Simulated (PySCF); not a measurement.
Pd²⁺: ionisation energy

Pd²⁺ [Kr] 4d8 (3F) → Pd³⁺ [Kr] 4d7 (4F), as a difference of total energies. All numbers are calculated (PySCF 2.14, a scalar-relativistic core potential, in def2-TZVP with the def2 core potential (28 electrons) (6s4p3d1f, 40 functions)). Correlated levels: valence: 4s2 4p6 frozen. The calculations carry no spin-orbit coupling.

```tsv
method	ionisation energy (eV)	difference from reference (eV)
UHF	31.191	-1.739
M06-2X	33.127	+0.197
B3LYP	33.146	+0.216
MP2 (valence)	32.360	-0.570
SCS-MP2 (valence)	32.366	-0.564
```

Reference: 32.93 eV (semi-empirical (NIST evaluation); NIST Atomic Spectra Database, ionization energies).

The reference lies between the lowest fine-structure levels, while these numbers refer to the centres of the terms.

Errors of the correlated levels include the incompleteness of this basis and the frozen core.
